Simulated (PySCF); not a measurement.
Two-component Hartree-Fock for Se²³⁺ (selenium, charge +23)

Start: [Ne] 3s1; 3s1/2 filled at m_j = +1/2. Calculated with PySCF 2.14 in an uncontracted even-tempered set (19 s from 3 bohr⁻², ratio 2.4; 13 p from 3.8 bohr⁻², ratio 2.4; 5 d from 13 bohr⁻², ratio 2.6; 4 f from 19 bohr⁻², ratio 2.6): generalised Hartree-Fock with the X2C-1e Hamiltonian and a Gaussian nucleus; one run each with spin-orbit coupling (SO) switched off, then screened by Boettger's factors.

```tsv
spinor shell	electrons	ε, spin-free (eV)	ε, screened SO (eV)	weight of nominal j (screened SO)	rms radius, screened SO (bohr)
1s1/2	2	-13790.9	-13790.6	1.000	0.0507
2s1/2	2	-2691.9	-2691.9	1.000	0.208
2p1/2	2	-2490.6	-2520.3	0.999	0.182
2p3/2	4	-2490.6	-2476.3	1.000	0.186
3s1/2	1	-1035.8	-1035.8	1.000	0.510
```

```csv
quantity,spin-free,screened SO
E (hartree),-2094.18702,-2094.29292
M_J,1/2,1/2
⟨J²⟩,0.750,0.750
⟨L²⟩,0.000,0.001
⟨S²⟩,0.750,0.751
```

Each row is a mean over spinors that exchange with the open shell spreads, by up to 5.541 eV (2s1/2).

Without spin-orbit coupling the j labels of p, d and f shells carry no meaning; the spin-free column gives the mean over the occupied spinors of each nl shell.
